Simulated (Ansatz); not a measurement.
`CB(N)Br` + `BN[SiH3]` → `BNB(C)N` + `[SiH3]Br`  (redistribution)

Isolated molecules relaxed with PBE0-D4/def2-TZVP in Ansatz; ΔE leaves out vibrations. CBS: MP2 limit from def2 TZ/QZ plus the TZ coupled-cluster correction, frozen cores. Functionals use def2-TZVPP. B3LYP here is the variant with VWN-RPA as its local correlation; programs differ in this. For Br outer-core shells are correlated without core-valence functions, which leaves a few kJ/mol of doubt a bond. Scalar relativity is left out up to krypton. One conformer a species, not always the lowest.

```tsv
level	ΔE (kJ/mol)	difference from CCSD(T)/CBS
LDA (SPW92)	-42.8	-4.3
r2SCAN-D4	-40.0	-1.5
B3LYP-D4	-39.8	-1.3
PBE-QIDH	-39.2	-0.7
PBE0	-42.1	-3.6
r2SCANh	-40.5	-2.0
r2SCAN0	-41.5	-3.0
BHLYP	-42.6	-4.1
CAM-B3LYP	-40.8	-2.3
HF/def2-SVP	-45.5	-7.0
CCSD(T)/CBS	-38.5	0
```

Largest T1 diagnostic among the species: 0.012.

Leaving LDA and LC-ωPBE aside and taking each functional with its dispersion term where it has one, the values, not all of them listed here, spread over 3.9 kJ/mol, from HSE06-D4 to BLYP-D4. In def2-TZVPP, CCSD(T) changes the Hartree–Fock value by +7.1 kJ/mol (the triples alone add +1.2 kJ/mol) and MP2 by +9.5 kJ/mol. From BLYP to BHLYP (50 % exact exchange), in def2-TZVPP and without D4, ΔE moves by −3.4 kJ/mol.
